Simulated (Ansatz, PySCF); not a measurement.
CaF (SMILES [F][Ca+]), charge +1, singlet, geometry from GFN2-xTB (such geometries of metal compounds can be far from the true shape). Base run: WB97X/cc-pVDZ (PySCF).

Input for PySCF:
```python
from pyscf import gto, scf, dft

mol = gto.Mole()
mol.atom = '''
    Ca   -0.00000000   -0.00000000   -0.61305209
    F     0.00000000    0.00000000    1.36233797
'''
mol.basis = 'cc-pvdz'
mol.charge = 1
mol.verbose = 4
mol.build()

mf = dft.RKS(mol)
mf.xc = 'wb97x'
mf.kernel()
```

The same geometry, method and basis name were run in Ansatz (a quantum-chemistry and plane-wave program) and PySCF, at each program's defaults and at the settings that a row names. The base is PySCF at its defaults. Differences at the defaults can come from grids, fitting, cores and function types together.

| code and settings | ΔE vs base (µEh) | basis functions | E (Eh) | SCF cycles |
|---|---|---|---|---|
| PySCF, defaults (exact integrals, its default grid, spherical functions) | 0.0 | 41 | -777.25925 | 9 |
| Ansatz, defaults (factorised integrals, its default grid, spherical functions) | 4.5 | 41 | -777.25925 | - |
| PySCF, density fitting with def2-universal-jkfit | -13.8 | 41 | -777.25927 | 9 |
| PySCF, fine grid | 4.4 | 41 | -777.25925 | 9 |
| Ansatz, high accuracy | 4.1 | 41 | -777.25925 | - |
